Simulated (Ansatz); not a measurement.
A made-up structure of NaGaH$_{2}$, singlet:

```
atom    x (Å)    y (Å)    z (Å)
 Na1  -2.1309   0.8052  -1.2365
 Ga2   0.1859  -0.0692   0.1080
  H3  -3.2852   2.3134  -1.7601
  H4   1.2892   0.8624   0.8233
```

It is relaxed with PBE-D4/def2-SVP and then PBE0-D4/def2-TZVP (Ansatz 0.2.0). Atoms count as bonded within 1.22 times the sum of their covalent radii (H–H: 0.88 Å). The end point is not checked to be a true minimum.

Q: Does its bonding change? (A judgement: the text doesn't fix the answer.)

A: The calculation gives: Yes. Formed: Ga2–H3; broken: Na1–H3.

Where it ends: The first stage lowers the energy by 1.43 eV in 24 steps. It ends as NaGaH₂ ([Na][GaH2]):
Na1  (-2.623, -0.672, -1.664)
Ga2  (-0.842, 1.121, -0.416)
H3  (-0.993, 2.724, -0.349)
H4  (0.516, 0.739, 0.363)
(Å)

Labels in which every atom is bracketed show which atoms are joined, not bond orders.

For scale, one of the runs: PBE0-D4/def2-TZVP relaxation, 92 basis functions, launched by `ansatz run in.yaml --threads 2 --pin off --events-out ev --progress --plain --max-ram 4352MiB`. The run took about 6 s on 2 CPU threads of an Arm Neoverse V1 (shared host).
